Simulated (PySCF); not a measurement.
**From computed data to an observable: dipole moment from atomic charges**

CH4BClOS, SMILES COB(S)Cl. Atoms are numbered in the order given.

```xyz
9

B     -0.1367     0.1402     0.0000
Cl    -0.5243     1.8701     0.0000
O     -1.1634    -0.7262     0.0000
C     -0.9766    -2.1324     0.0000
H     -0.4227    -2.4566     0.8969
H     -1.9683    -2.6037     0.0000
H     -0.4227    -2.4566    -0.8969
S      1.5894    -0.4470     0.0000
H      2.1471     0.7810     0.0000
```

Geometry optimised at r2SCAN-D4/def2-SVP. The values are those of a single conformer.

Charges (e) from PySCF with PBE/def2-TZVP:

```
atom  Mulliken     IAO
----  --------  ------
B1       0.216   0.157
Cl2     -0.154  -0.089
O3      -0.171  -0.341
C4      -0.222  -0.223
H5       0.134   0.147
H6       0.144   0.168
H7       0.134   0.147
S8      -0.249  -0.091
H9       0.168   0.125
```

The dipole moment of the full density is 1.75 D.

Question: What dipole moment does each set of point charges give, and which comes closer to that of the density?

Answer: 
μ = Σ q r, and 1 e Å = 4.8032 D.
Mulliken: Σ q r = (0.035, -0.451, 0.000) e Å, |μ| = 2.17 D.
IAO: Σ q r = (0.309, -0.443, 0.000) e Å, |μ| = 2.59 D.
Mulliken comes closer in size. Point charges leave out the atoms' own dipoles (lone pairs, polarised bonds); fits to the potential absorb them, partitions of the density don't.
